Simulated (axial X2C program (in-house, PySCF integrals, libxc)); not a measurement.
# Low determinants of CoN⁺ at the PBE0 level, with spin–orbit coupling

Calculated with an in-house relativistic program for diatomic molecules. Two-component (2c) means X2C with spin–orbit coupling and atomic mean-field two-electron Coulomb and Gaunt terms. Basis: Co dyall-cv3z [9s10p6d3f2g], N dyall-av3z [7s7p3d2f] (cores contracted in-house); Gaussian nuclei, density fitting, unrestricted open shells. Masses: Co 58.933 u, N 14.003 u.

Search at 1.630 Å (vertical energies from the lowest determinant):

| ΔE (eV) | state | electrons beyond evenly filled partner blocks | electrons in ±ω = 1/2, 3/2, 5/2, 7/2 |
| --- | --- | --- | --- |
| 0.00 | Ω = 1/2 | ω = 1/2 | 23 8 2 0 |
| 0.04 | Ω = 7/2 | 2 × ω = 1/2, ω = 5/2 | 24 8 1 0 |
| 0.22 | Ω = 5/2 | ω = -1/2, 2 × ω = 3/2 | 23 8 2 0 |
| 0.27 | Ω = 3/2 | ω = 1/2, ω = -3/2, ω = 5/2 | 23 9 1 0 |
| 0.29 | Ω = 5/2 | ω = 5/2 | 24 8 1 0 |
| 0.33 | Ω = 1/2 | 2 × ω = -1/2, ω = 3/2 | 24 7 2 0 |
| 0.37 | Ω = 9/2 | ω = 1/2, ω = 3/2, ω = 5/2 | 23 9 1 0 |

Lowest determinant, Ω = 1/2 (⟨Sz⟩ = 0.50, ⟨Lz⟩ = 0.00 at PBE0): Re = 1.660 Å, ωe = 623.9 cm⁻¹.

The determinant in row 2 of the search, Ω = 7/2 (⟨Sz⟩ = 0.50, ⟨Lz⟩ = 3.00 at PBE0), was followed along the bond at PBE0; measured from the minimum of the lowest determinant it gives:

Te = -0.095 eV (-769 cm⁻¹), Re = 1.758 Å, ωe = 590.4 cm⁻¹.

Question: Compare the bond of the determinant in row 2 with that of the lowest one.

Answer: At PBE0 its Re is 0.098 Å longer and its force constant, which goes as ωe², is 0.90 times that of the lowest determinant. This determinant mixes spin states, so it has no term energy of its own.

The search compares states at one distance, so a state with another bond length can lie lower; it is not exhaustive and yields mostly the lowest determinant of each block pattern, so other components and higher states of one pattern are missing. These are energies of single determinants, not of spin-adapted states; PBE0 term energies can be off by some tenths of an eV, and the functional has no current term. The lowest determinant need not be the ground state where others lie within half an eV.
